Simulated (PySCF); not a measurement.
Si(Cl)2(Me)(SiH3) (CH6Cl2Si2), SMILES C[Si]([SiH3])(Cl)Cl.

Geometry optimised at TPSSh-D3(BJ)/def2-SVP.

Calculation: PBE/def2-TZVP run with PySCF.

Symmetry labels are those of the subgroup Cs that the program uses (full group Cs).

Computed valence orbital energies around the gap with their symmetry:
| orbital | symmetry | energy (eV) |
|---|---|---|
| HOMO−7 | A' | -9.47 |
| HOMO−6 | A' | -8.89 |
| HOMO−5 | A" | -8.78 |
| HOMO−4 | A' | -8.61 |
| HOMO−3 | A' | -7.98 |
| HOMO−2 | A" | -7.94 |
| HOMO−1 | A" | -7.69 |
| HOMO | A' | -6.91 |
| LUMO | A' | -1.21 |
| LUMO+1 | A" | -1.08 |
| LUMO+2 | A' | -0.49 |
| LUMO+3 | A' | 0.04 |
